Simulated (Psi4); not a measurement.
C₅H₉O, doublet, geometry from GFN2-xTB; B3LYP/STO-3G in Psi4.

The Psi4 input:
```
memory 2 GB

molecule mol {
0 2
C     0.787407    1.416526    0.002472
C     0.223075    0.007554   -0.227319
C    -0.927506    0.047206   -1.240977
C     1.330349   -0.934329   -0.703988
C    -0.281101   -0.435133    1.117081
O    -1.345051   -0.321030    1.637403
H     0.008260    2.090268    0.352004
H     1.585296    1.394748    0.741019
H     1.188246    1.802264   -0.932419
H    -1.335579   -0.949594   -1.392216
H    -0.566246    0.424826   -2.195545
H    -1.724439    0.695476   -0.884197
H     2.138555   -0.971509    0.021857
H     0.942231   -1.941084   -0.839268
H     1.730736   -0.588104   -1.654071
no_reorient
}

set {
  basis sto-3g
  reference uks
}

energy('b3lyp')
print_variables()
```

What the program printed (banner, timings and long lists left out):

```
   => Loading Basis Set <=

    Name: STO-3G
    Role: ORBITAL
    Keyword: BASIS

         ---------------------------------------------------------
                                   SCF
               by Justin Turney, Rob Parrish, Andy Simmonett
                          and Daniel G. A. Smith
                              UKS Reference
         ---------------------------------------------------------

  ==> Geometry <==

    Molecular point group: c1
    Full point group: C1

    Geometry (in Angstrom), charge = 0, multiplicity = 2:

       Center              X                  Y                   Z               Mass
    ------------   -----------------  -----------------  -----------------  -----------------
         C            0.833597205503     1.439336143088    -0.076542993412    12.000000000000
         C            0.269265205503     0.030364143088    -0.306333993412    12.000000000000
         C           -0.881315794497     0.070016143088    -1.319991993412    12.000000000000
         C            1.376539205503    -0.911518856912    -0.783002993412    12.000000000000
         C           -0.234910794497    -0.412322856912     1.038066006588    12.000000000000
         O           -1.298860794497    -0.298219856912     1.558388006588    15.994914619570
         H            0.054450205503     2.113078143088     0.272989006588     1.007825032230
         H            1.631486205503     1.417558143088     0.662004006588     1.007825032230
         H            1.234436205503     1.825074143088    -1.011433993412     1.007825032230
         H           -1.289388794497    -0.926783856912    -1.471230993412     1.007825032230
         H           -0.520055794497     0.447636143088    -2.274559993412     1.007825032230
         H           -1.678248794497     0.718286143088    -0.963211993412     1.007825032230
         H            2.184745205503    -0.948698856912    -0.057157993412     1.007825032230
         H            0.988421205503    -1.918273856912    -0.918282993412     1.007825032230
         H            1.776926205503    -0.565293856912    -1.733085993412     1.007825032230

  Running in c1 symmetry.

  Rotational constants: A =      0.15434  B =      0.09325  C =      0.09195 [cm^-1]
  Rotational constants: A =   4627.01576  B =   2795.58497  C =   2756.64328 [MHz]
  Nuclear repulsion =  237.555532944159097

  Charge       = 0
  Multiplicity = 2
  Electrons    = 47
  Nalpha       = 24
  Nbeta        = 23

  ==> Algorithm <==

[...]
      Ntotal   =   46.9999614503 ; deviation = -3.855e-05

   @Spin Contamination Metric:   8.896833763E-04
   @S^2 Expected:                7.500000000E-01
   @S^2 Observed:                7.508896834E-01
   @S   Expected:                5.000000000E-01
   @S   Observed:                5.000000000E-01

    Orbital Energies [Eh]
    ---------------------

    Alpha Occupied:

[...]
    Alpha Virtual:

[...]
    Beta Occupied:

[...]
    Beta Virtual:

[...]
      39A      0.748742

    Final Occupation by Irrep:
              A
    DOCC [    23 ]
    SOCC [     1 ]
    NA   [    24 ]
    NB   [    23 ]

  @DF-UKS Final Energy:  -267.70891418788682

   => Energetics <=

    Nuclear Repulsion Energy =            237.5555329441590970
    One-Electron Energy =                -833.6207425186255477
    Two-Electron Energy =                 359.9904912628164197
    DFT Exchange-Correlation Energy =     -31.6341958762367383
    Empirical Dispersion Energy =           0.0000000000000000
    VV10 Nonlocal Energy =                  0.0000000000000000
    Total Energy =                       -267.7089141878868190

  UHF NO Occupations:
  HONO-2 :   22  A 1.9998539
  HONO-1 :   23  A 1.9997863
  HONO-0 :   24  A 1.0000000
  LUNO+0 :   25  A 0.0002137
  LUNO+1 :   26  A 0.0001461
  LUNO+2 :   27  A 0.0000549
  LUNO+3 :   28  A 0.0000180

Computation Completed

Properties will be evaluated at   0.000000,   0.000000,   0.000000 [a0]

Properties computed using the SCF density matrix

 Multipole Moments:

 ------------------------------------------------------------------------------------
     Multipole            Electronic (a.u.)      Nuclear  (a.u.)        Total (a.u.)
 ------------------------------------------------------------------------------------

 L = 1.  Multiply by 2.5417464519 to convert [e a0] to [Debye]
 Dipole X            :         -3.8009313            4.1024738            0.3015425
 Dipole Y            :         -1.8384501            2.0259219            0.1874718
 Dipole Z            :          6.4682573           -7.0178810           -0.5496237
 Magnitude           :                                                    0.6543392

 ------------------------------------------------------------------------------------

  Variable Map:
  ----------------------------------------------------------------------------
[...]
  Array Variable Map:
  ----------------------------------------------------------------------------
[...]
[...]
```
